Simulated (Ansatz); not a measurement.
Computed with Ansatz on PBE0-D4/def2-TZVP structures; ΔE is electronic, products minus reactants. CCSD(T)/CBS is the MP2 limit (def2-TZVPP, def2-QZVPP) plus CCSD(T) − MP2 in def2-TZVPP, frozen cores. This one scheme is used for every species. DFT in def2-TZVPP. B3LYP here is the variant with VWN-RPA as its local correlation; programs differ in this. For Ge outer-core shells are correlated without core-valence functions, which leaves a few kJ/mol of doubt a bond. Scalar relativity is left out up to krypton. One conformer a species, not always the lowest.

`[F][GeH2][SiH2][SiH3]` + `BO` → `BO[SiH2][GeH2][F]` + SiH₄  (cleavage of the Si–Si bond)

CCSD(T)/CBS gives -15.2 kcal/mol.

(1) Another level gave -11.1 kcal/mol. Which?
A. PBE0-D4/def2-TZVPP
B. B3LYP/def2-TZVPP
C. HF/def2-TZVPP
D. r2SCAN/def2-TZVPP

Largest T1 diagnostic among the species: 0.014.

Answers

(1) A. PBE0-D4 -11.1, r2SCAN -13.6, B3LYP -16.2, HF/def2-TZVPP -22.1 kcal/mol.

In def2-TZVPP, CCSD(T) changes the Hartree–Fock value by +6.8 kcal/mol (the triples alone add +0.9 kcal/mol) and MP2 by +5.4 kcal/mol. From PBE to PBE0 (25 % exact exchange), in def2-TZVPP and without D4, ΔE moves by −1.5 kcal/mol.
